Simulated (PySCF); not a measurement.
```xyz
5
charge 0 multiplicity 2, angstrom
Ru    0.0000    0.0776   -0.0168
O     0.0000   -1.2089   -1.1521
O     1.4963    0.3201    0.6657
O    -1.4963    0.3201    0.6657
H     0.0000    1.1811   -1.1441
```

These are results of UPBE0/[Ru def2-TZVP with ECP28, O def2-TZVP, H def2-TZVP], scalar-relativistic core potentials, density fitting, no spin–orbit coupling, PySCF, not measurements.

This geometry of HRuO₃ is a stationary point at this level.

Task: What is the point group?

Result: Cs.

Task: Is it a minimum?

Result: Yes: all harmonic wavenumbers are real.

Task: Which band is strongest in the infrared?

Result: 962 cm⁻¹ (a''), 277 km/mol.

Task: Give the atomic charges and bond orders.

Result: 
```tsv
atom	Mulliken	Löwdin	polar tensor	spin (Mulliken)	Mayer order to Ru1
Ru1	1.32	0.62	1.58	0.32	–
O2	-0.44	-0.23	-0.40	0.64	1.50
O3,4	-0.50	-0.24	-0.62	0.03	1.65
H5	0.12	0.09	0.07	-0.01	0.87
```
Other Mayer orders above 0.3: O–O 0.33.

Task: Give the ideal-gas entropy at 298.15 K and 1 bar by parts.

Result: translation 171.4, rotation 104.2, vibration 27.6, spin 5.8; total 309.0 J/(mol K).

Only a few start shapes were tried, so a lower isomer may exist. Other spin states or occupations of the open shell can lie lower.
